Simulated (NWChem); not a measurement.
Program: NWChem. System: FS, charge 1, spin multiplicity 3, at the geometry of a parent with another charge or spin, in a state set for the comparison that need not be this species' ground state. Its SCF solution wasn't tested for a lower state. Level: UHF/def2-TZVP.

The NWChem input:

```
start mol
memory heap 200 mb stack 900 mb global 1100 mb
charge 1
geometry units angstroms nocenter noautoz
  S      0.000000     0.000000     0.586155
  F      0.000000     0.000000    -1.042054
  symmetry group C2v
end
basis spherical
  * library def2-tzvp
end
scf
  uhf
  nopen 2
  maxiter 100
  thresh 1e-7
  semidirect memsize 60000000 filesize 0
  # guess.movecs holds the orbitals of an unrestricted PBE0 run
  vectors input guess.movecs output mol.movecs
end
task scf energy
```

Output (cleaned and shortened):

```
             Northwest Computational Chemistry Package (NWChem) 7.3.0
             --------------------------------------------------------

                                NWChem Input Module
                                -------------------

 Scaling coordinates for geometry "geometry" by  1.889725989
 (inverse scale =  0.529177249)

 Turning off AUTOSYM since
 SYMMETRY directive was detected!

                             Geometry "geometry" -> ""
                             -------------------------

 Output coordinates in angstroms (scale by  1.889725989 to convert to a.u.)

  No.       Tag          Charge          X              Y              Z
 ---- ---------------- ---------- -------------- -------------- --------------
    1 S                   16.0000     0.00000000     0.00000000     0.58615500
    2 F                    9.0000     0.00000000     0.00000000    -1.04205400

 Effective nuclear repulsion energy (a.u.)      46.8008246214

            Nuclear Dipole moment (a.u.)
            ----------------------------
        X                 Y               Z
 ---------------- ---------------- ----------------
     0.0000000000     0.0000000000    -0.0000113384

      Symmetry information
      --------------------

 Group name             C2v
 Group number             16
 Group order               4
 No. of unique centers     2

      Symmetry unique atoms

     1    2


 Summary of "ao basis" -> "" (spherical)
 ------------------------------------------------------------------------------
       Tag                 Description            Shells   Functions and Types
 ---------------- ------------------------------  ------  ---------------------
 *                         def2-tzvp                  on all atoms

 Summary of "ao basis" -> "ao basis" (spherical)
 ------------------------------------------------------------------------------
       Tag                 Description            Shells   Functions and Types
 ---------------- ------------------------------  ------  ---------------------
 S                         def2-tzvp                13       37   5s5p2d1f
 F                         def2-tzvp                11       31   5s3p2d1f

                                 NWChem SCF Module
                                 -----------------

  ao basis        = "ao basis"
  functions       =    68
  atoms           =     2
  alpha electrons =    13
  beta  electrons =    11
  charge          =   1.00
  wavefunction    = UHF
  use symmetry    = T
  symmetry adapt  = T

 Summary of "ao basis" -> "ao basis" (spherical)
 ------------------------------------------------------------------------------
       Tag                 Description            Shells   Functions and Types
 ---------------- ------------------------------  ------  ---------------------
 S                         def2-tzvp                13       37   5s5p2d1f
 F                         def2-tzvp                11       31   5s3p2d1f

      Symmetry analysis of basis
      --------------------------

        a1         30
        a2          6
        b1         16
        b2         16

 Forming initial guess at       0.1s

   Symmetry analysis of molecular orbitals - initial alpha
   -------------------------------------------------------

  Numbering of irreducible representations:

     1 a1          2 a2          3 b1          4 b2

  Orbital symmetries:

     1 a1          2 a1          3 a1          4 b2          5 b1
     6 a1          7 a1          8 a1          9 a1         10 b2
    11 b1         12 b2         13 b1         14 a1         15 a1
    16 a2         17 b2         18 b1         19 a1         20 b2
    21 b1         22 a1         23 a1

   Symmetry analysis of molecular orbitals - initial beta
   ------------------------------------------------------

  Numbering of irreducible representations:

     1 a1          2 a2          3 b1          4 b2

  Orbital symmetries:

     1 a1          2 a1          3 a1          4 a1          5 b2
     6 b1          7 a1          8 a1          9 a1         10 b2
    11 b1         12 b2         13 b1         14 a1         15 a1
    16 b2         17 b1         18 a1         19 a2         20 b2
    21 b1         22 a1         23 a1

 Starting SCF solution at       0.1s

 ----------------------------------------------
         Quadratically convergent UHF

 Convergence threshold     :          1.000E-07
 Maximum no. of iterations :          100
 Integral*density screening:          1.000E-09
 ----------------------------------------------

              iter       energy          gnorm     gmax       time
             ----- ------------------- --------- --------- --------
                 1     -496.5963173154  6.67D-01  2.47D-01      0.6
                 2     -496.6144835463  1.27D-01  3.05D-02      0.6
                 3     -496.6174847848  1.08D-02  2.69D-03      0.7
                 4     -496.6175162278  4.32D-05  1.34D-05      0.8
                 5     -496.6175162283  3.51D-09  1.15D-09      1.0

       Final UHF  results
       ------------------

         Total SCF energy =   -496.617516228322
      One electron energy =   -772.618453216200
      Two electron energy =    229.200112366495
 Nuclear repulsion energy =     46.800824621382

                       Sz =      1.0000
                 Sz(Sz+1) =      2.0000
                      S^2 =      2.0266

        Time for solution =      0.9s

       Symmetry analysis of molecular orbitals - alpha
       -----------------------------------------------

  Numbering of irreducible representations:

     1 a1          2 a2          3 b1          4 b2
[...]
    16 b1         17 a2         18 a1         19 a1         20 b2
    21 b1         22 a1         23 a1

       Symmetry analysis of molecular orbitals - beta
       ----------------------------------------------

  Numbering of irreducible representations:

     1 a1          2 a2          3 b1          4 b2

  Orbital symmetries:

     1 a1          2 a1          3 a1          4 a1          5 b2
     6 b1          7 a1          8 a1          9 b2         10 b1
    11 a1         12 b1         13 b2         14 a1         15 a1
    16 b1         17 b2         18 a1         19 a1         20 a2
    21 b1         22 b2         23 a1

          Final alpha eigenvalues
          -----------------------

              1
    1  -92.4955
    2  -26.6653
    3   -9.4828
    4   -7.1759
    5   -7.1759
    6   -7.1537
    7   -1.9477
    8   -1.3789
    9   -1.0388
   10   -1.0388
   11   -1.0002
   12   -0.8374
   13   -0.8374
   14   -0.2341
   15    0.0995
   16    0.0995
   17    0.1006
   18    0.1006
   19    0.1401
   20    0.1925
   21    0.1925
   22    0.2052
   23    0.3428

          Final beta eigenvalues
          ----------------------

              1
    1  -92.4724
    2  -26.6549
    3   -9.4602
    4   -7.1441
    5   -7.1212
    6   -7.1212
    7   -1.9188
    8   -1.2003
    9   -0.9724
   10   -0.9724
   11   -0.9518
   12   -0.3123
   13   -0.3123
   14   -0.1897
   15    0.1479
   16    0.1580
   17    0.1580
   18    0.2446
   19    0.2478
   20    0.2478
   21    0.2657
   22    0.2657
   23    0.3681

                    UHF Final Alpha Molecular Orbital Analysis
                    ------------------------------------------

 Vector   11  Occ=1.000000D+00  E=-1.000216D+00  Symmetry=a1
              MO Center=  4.3D-17, -9.2D-16, -3.9D-01, r^2= 1.5D+00
   Bfn.  Coefficient  Atom+Function         Bfn.  Coefficient  Atom+Function
  ----- ------------  ---------------      ----- ------------  ---------------
    45      0.379626  2 F  pz                48      0.341036  2 F  pz
    17     -0.330284  1 S  pz                 4     -0.225985  1 S  s
     5     -0.178711  1 S  s                 14     -0.151959  1 S  pz

 Vector   12  Occ=1.000000D+00  E=-8.373611D-01  Symmetry=b1
              MO Center= -7.8D-16, -2.6D-17,  3.7D-01, r^2= 1.4D+00
   Bfn.  Coefficient  Atom+Function         Bfn.  Coefficient  Atom+Function
  ----- ------------  ---------------      ----- ------------  ---------------
    15      0.613246  1 S  px                12      0.275004  1 S  px
    43     -0.235232  2 F  px                46     -0.203789  2 F  px
    18      0.201282  1 S  px                 6     -0.199855  1 S  px

 Vector   13  Occ=1.000000D+00  E=-8.373611D-01  Symmetry=b2
              MO Center= -4.1D-17,  2.5D-16,  3.7D-01, r^2= 1.4D+00
   Bfn.  Coefficient  Atom+Function         Bfn.  Coefficient  Atom+Function
  ----- ------------  ---------------      ----- ------------  ---------------
    16      0.613246  1 S  py                13      0.275004  1 S  py
    44     -0.235232  2 F  py                47     -0.203789  2 F  py
    19      0.201282  1 S  py                 7     -0.199855  1 S  py

 Vector   14  Occ=0.000000D+00  E=-2.341484D-01  Symmetry=a1
              MO Center= -8.0D-16, -8.0D-16,  5.6D-01, r^2= 2.1D+00
   Bfn.  Coefficient  Atom+Function         Bfn.  Coefficient  Atom+Function
  ----- ------------  ---------------      ----- ------------  ---------------
    20      0.656114  1 S  pz                17      0.469758  1 S  pz
    42      0.442411  2 F  s                  5     -0.323599  1 S  s
    51      0.277626  2 F  pz                45      0.240130  2 F  pz
    48      0.225086  2 F  pz                14      0.192998  1 S  pz

 Vector   15  Occ=0.000000D+00  E= 9.954541D-02  Symmetry=b2
              MO Center=  7.8D-15, -5.8D-15,  7.4D-01, r^2= 4.0D+00
   Bfn.  Coefficient  Atom+Function         Bfn.  Coefficient  Atom+Function
  ----- ------------  ---------------      ----- ------------  ---------------
    19      1.397414  1 S  py                16     -1.006423  1 S  py
    27      0.183740  1 S  d -1

 Vector   16  Occ=0.000000D+00  E= 9.954541D-02  Symmetry=b1
              MO Center=  1.2D-15, -2.9D-15,  7.4D-01, r^2= 4.0D+00
   Bfn.  Coefficient  Atom+Function         Bfn.  Coefficient  Atom+Function
  ----- ------------  ---------------      ----- ------------  ---------------
    18      1.397414  1 S  px                15     -1.006423  1 S  px
    29     -0.183740  1 S  d  1

                     UHF Final Beta Molecular Orbital Analysis
                     -----------------------------------------

 Vector    9  Occ=1.000000D+00  E=-9.724457D-01  Symmetry=b2
              MO Center= -1.3D-17,  4.0D-16, -9.4D-01, r^2= 5.6D-01
   Bfn.  Coefficient  Atom+Function         Bfn.  Coefficient  Atom+Function
  ----- ------------  ---------------      ----- ------------  ---------------
    44      0.477059  2 F  py                47      0.425800  2 F  py
    50      0.225230  2 F  py

 Vector   10  Occ=1.000000D+00  E=-9.724457D-01  Symmetry=b1
              MO Center= -1.5D-15,  7.4D-18, -9.4D-01, r^2= 5.6D-01
   Bfn.  Coefficient  Atom+Function         Bfn.  Coefficient  Atom+Function
  ----- ------------  ---------------      ----- ------------  ---------------
    43      0.477059  2 F  px                46      0.425800  2 F  px
    49      0.225230  2 F  px

 Vector   11  Occ=1.000000D+00  E=-9.517701D-01  Symmetry=a1
              MO Center=  1.4D-15, -3.8D-16,  1.2D-01, r^2= 1.7D+00
   Bfn.  Coefficient  Atom+Function         Bfn.  Coefficient  Atom+Function
  ----- ------------  ---------------      ----- ------------  ---------------
     4      0.392770  1 S  s                 17      0.342457  1 S  pz
    45     -0.321641  2 F  pz                48     -0.291368  2 F  pz
     5      0.283085  1 S  s                  3     -0.248807  1 S  s
    14      0.161192  1 S  pz

 Vector   12  Occ=0.000000D+00  E=-3.122822D-01  Symmetry=b1
              MO Center=  5.6D-15,  2.5D-16,  5.9D-01, r^2= 1.7D+00
   Bfn.  Coefficient  Atom+Function         Bfn.  Coefficient  Atom+Function
  ----- ------------  ---------------      ----- ------------  ---------------
    15      0.491915  1 S  px                18      0.473505  1 S  px
    12      0.223663  1 S  px                 6     -0.178177  1 S  px

 Vector   13  Occ=0.000000D+00  E=-3.122822D-01  Symmetry=b2
              MO Center= -1.5D-16, -2.0D-15,  5.9D-01, r^2= 1.7D+00
   Bfn.  Coefficient  Atom+Function         Bfn.  Coefficient  Atom+Function
  ----- ------------  ---------------      ----- ------------  ---------------
    16      0.491915  1 S  py                19      0.473505  1 S  py
    13      0.223663  1 S  py                 7     -0.178177  1 S  py

 Vector   14  Occ=0.000000D+00  E=-1.897354D-01  Symmetry=a1
              MO Center= -1.3D-14,  2.1D-14,  4.4D-01, r^2= 2.2D+00
   Bfn.  Coefficient  Atom+Function         Bfn.  Coefficient  Atom+Function
  ----- ------------  ---------------      ----- ------------  ---------------
    20      0.730927  1 S  pz                42      0.513717  2 F  s
     5     -0.477285  1 S  s                 17      0.434104  1 S  pz
    51      0.316483  2 F  pz                45      0.237513  2 F  pz
    48      0.228782  2 F  pz                 4     -0.184383  1 S  s
    14      0.174602  1 S  pz

 center of mass
 --------------
 x =   0.00000000 y =   0.00000000 z =  -0.03917966

 moments of inertia (a.u.)
 ------------------
         112.820265570115           0.000000000000           0.000000000000
           0.000000000000         112.820265570115           0.000000000000
           0.000000000000           0.000000000000           0.000000000000

  Mulliken analysis of the total density
  --------------------------------------

    Atom       Charge   Shell Charges
 -----------   ------   -------------------------------------------------------
    1 S   16    14.87   2.01  0.49  1.47  1.28  0.67  4.16  1.70  0.76  1.78  0.36  0.05  0.11  0.03
    2 F    9     9.13   0.77  1.20  0.61  1.04  0.31  2.18  2.23  0.76  0.00  0.02  0.00

  Mulliken analysis of the alpha density
  --------------------------------------

    Atom       Charge   Shell Charges
 -----------   ------   -------------------------------------------------------
    1 S   16     8.39   1.00  0.25  0.73  0.67  0.32  2.11  0.83  0.58  1.49  0.31  0.03  0.06  0.01
    2 F    9     4.61   0.39  0.60  0.31  0.52  0.15  1.14  1.14  0.35  0.00  0.01  0.00

   Mulliken analysis of the beta density
   -------------------------------------

    Atom       Charge   Shell Charges
 -----------   ------   -------------------------------------------------------
    1 S   16     6.48   1.00  0.24  0.74  0.61  0.35  2.04  0.88  0.18  0.30  0.05  0.02  0.05  0.02
    2 F    9     4.52   0.39  0.60  0.30  0.52  0.16  1.04  1.10  0.41  0.00  0.01  0.00

   Mulliken analysis of the spin density
   -------------------------------------

    Atom       Charge   Shell Charges
 -----------   ------   -------------------------------------------------------
    1 S   16     1.92   0.00  0.00 -0.00  0.06 -0.03  0.07 -0.05  0.41  1.19  0.27  0.01  0.01 -0.00
    2 F    9     0.08   0.00 -0.00  0.01  0.00 -0.01  0.09  0.04 -0.05  0.00 -0.00 -0.00

       Multipole analysis of the density wrt the origin
       ------------------------------------------------

     L   x y z        total         alpha         beta         nuclear
     -   - - -        -----         -----         ----         -------
     0   0 0 0      1.000000    -13.000000    -11.000000     25.000000

     1   1 0 0      0.000000      0.000000      0.000000      0.000000
     1   0 1 0      0.000000      0.000000      0.000000      0.000000
     1   0 0 1      1.310333     -0.293769      1.604113     -0.000011

     2   2 0 0    -10.303425     -6.731050     -3.572376      0.000000
     2   1 1 0      0.000000      0.000000      0.000000      0.000000
     2   1 0 1     -0.000000     -0.000000     -0.000000      0.000000
     2   0 2 0    -10.303425     -6.731050     -3.572376      0.000000
     2   0 1 1      0.000000     -0.000000      0.000000      0.000000
     2   0 0 2     -8.934278    -33.679087    -29.785813     54.530623

 Task  times  cpu:        1.0s     wall:        1.0s

 Total times  cpu:        1.0s     wall:        1.0s
```
